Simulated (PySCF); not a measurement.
**Ionisation energy of Cr by level of theory**

Cr [Ar] 3d5 4s1 (7S) → Cr⁺ [Ar] 3d5 (6S), as a difference of total energies. All numbers are calculated (PySCF 2.14, the spin-free X2C one-electron Hamiltonian (Gaussian nucleus), in aug-cc-pVTZ-DK (8s7p5d3f2g, 93 functions)). Correlated levels: valence: [Ar] frozen. The calculations carry no spin-orbit coupling.

```csv
method,ionisation energy (eV),error (eV)
UHF,6.005,-0.762
LDA,7.604,+0.837
PBE,7.400,+0.633
PBE0,7.057,+0.290
r2SCAN,7.354,+0.587
TPSS,7.232,+0.465
BP86,7.543,+0.776
M06-2X,6.612,-0.155
MP2 (valence),6.518,-0.249
SCS-MP2 (valence),6.176,-0.591
```

Reference: 6.767 eV (measured; NIST Atomic Spectra Database, ionization energies).

Errors of the correlated levels include the incompleteness of this basis and the frozen core.
